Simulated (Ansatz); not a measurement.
`C[Si@@H](O)O[Si@H](O)Cl` + H₂O → `C[SiH](O)O[SiH](O)O` + HCl  (formal hydrolysis of the Si–Cl bond)

Calculated with Ansatz (gas phase, PBE0-D4/def2-TZVP geometries, no zero-point term in ΔE). CBS: MP2 limit from def2 TZ/QZ plus the TZ coupled-cluster correction, frozen cores. This one scheme is used for every species. Functionals use def2-TZVPP. Each species was taken in one conformer, which may not be the lowest.

`C[Si@@H](O)O[Si@H](O)Cl`:

```xyz
14

C     0.716    1.760    1.226
Si    0.603   -0.041    0.848
O    -0.913   -0.552    1.266
O     0.800   -0.280   -0.771
Si   -0.203   -0.897   -1.888
O    -1.677   -0.212   -1.844
Cl   -0.368   -2.919   -1.512
H     1.670    2.165    0.883
H    -0.087    2.306    0.723
H     0.631    1.938    2.300
H     1.623   -0.857    1.551
H    -1.021   -1.489    1.441
H     0.346   -0.708   -3.235
H    -2.119   -0.214   -0.990
```

H₂O:

```xyz
3

O     0.107   -0.054    0.370
H    -0.400    0.676    0.010
H     0.293   -0.622   -0.381
```

`C[SiH](O)O[SiH](O)O`:

```xyz
15

C    -0.647    0.920   -2.446
Si   -0.895    0.176   -0.775
O    -1.051   -1.446   -0.942
O     0.413    0.505    0.181
Si    1.146   -0.180    1.448
O     0.510   -1.689    1.596
O     0.845    0.566    2.872
H    -1.501    0.702   -3.092
H     0.251    0.515   -2.919
H    -0.542    2.006   -2.374
H    -2.082    0.757   -0.092
H    -0.825   -1.957   -0.158
H     2.598   -0.204    1.185
H     0.516   -2.079    2.471
H     1.264    1.409    3.045
```

HCl:

Z-matrix (Å, degrees):
```
Cl
H 1 1.279
```

CCSD(T)/CBS gives -4.8 kJ/mol.

Q: Another level gave -5.3 kJ/mol. Which?
A. PBE0-D4/def2-TZVPP
B. HF/def2-TZVPP
C. ωB97X-V/def2-TZVPP
D. CCSD/def2-TZVPP

A: C. ωB97X-V -5.3, CCSD/def2-TZVPP -12.4, PBE0-D4 0.0, HF/def2-TZVPP -17.3 kJ/mol.

Largest T1 diagnostic among the species: 0.011.

In def2-TZVPP, CCSD(T) changes the Hartree–Fock value by +7.1 kJ/mol (the triples alone add +2.2 kJ/mol) and MP2 by +11.8 kJ/mol. The D4 term adds +6.1 kJ/mol with B3LYP and +3.4 kJ/mol with PBE0; it sums over pairs of atoms, weighted by their polarisabilities, and B3LYP, whose exchange is more repulsive, gets the larger term.

B3LYP here is the variant with VWN-RPA as its local correlation; programs differ in this.
